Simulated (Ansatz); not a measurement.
A run for Ansatz (an electronic-structure program): R-wB97M-V/def2-TZVPPD on HF (SMILES F) with ghost functions. Files ending in .json are basis or fitting sets from the Basis Set Exchange.

Ansatz 0.2 input:
```yaml
crystal:
  periodic: [false, false, false]
  atoms:
    - {symbol: F, position_ang: [0.99148193, -0.09911840, 3.44628267]}
    - {symbol: H, position_ang: [0.67139767, 0.27406472, 2.63505006]}
basis:
  gaussian:
    orbitals: def2-TZVPPD.json
    ghost_atoms:
      - {symbol: C, position_ang: [-1.38934188, -0.95033292, 0.90298135]}
      - {symbol: Se, position_ang: [-0.09158725, 0.47205242, 0.52497335]}
      - {symbol: C, position_ang: [1.37134969, -0.69044080, -0.07385839]}
      - {symbol: H, position_ang: [-0.98034901, -1.62656447, 1.64939501]}
      - {symbol: H, position_ang: [-2.28232560, -0.46804320, 1.29351549]}
      - {symbol: H, position_ang: [-1.62880521, -1.48170570, -0.01477320]}
      - {symbol: H, position_ang: [1.63672534, -1.38039858, 0.72316970]}
      - {symbol: H, position_ang: [2.21700640, -0.04454309, -0.29800655]}
      - {symbol: H, position_ang: [1.06999189, -1.22752575, -0.96980245]}
hamiltonian:
  xc: {name: wB97M-V}
scf: {lower_state_search: off}
```

The head of its log:

```
WARN ansatz: RAYON_NUM_THREADS=1 ignored (pool sized by the plan → 1); use --threads N
Functional definition: wB97M-V
these checks for a lower state are left out or cut short: stability, starts, cluster_reference, orbital_swaps, neighbouring_geometries, increment
integrals: 0.34 GiB planned
1295 factors; their error is unknown
integrals: 0.37 GiB planned
395 factors; integrals over basis functions are off by at most 3.5e-5 eV
mean field: 1.57 GiB planned
mean field evaluation 1: about -2732.4299 eV, gradient 2.9e1 eV
mean field evaluation 2: about -2732.2837 eV, gradient 3.5e1 eV
```

Task: Give the final energy of this run.

Result: -100.4628 hartree.
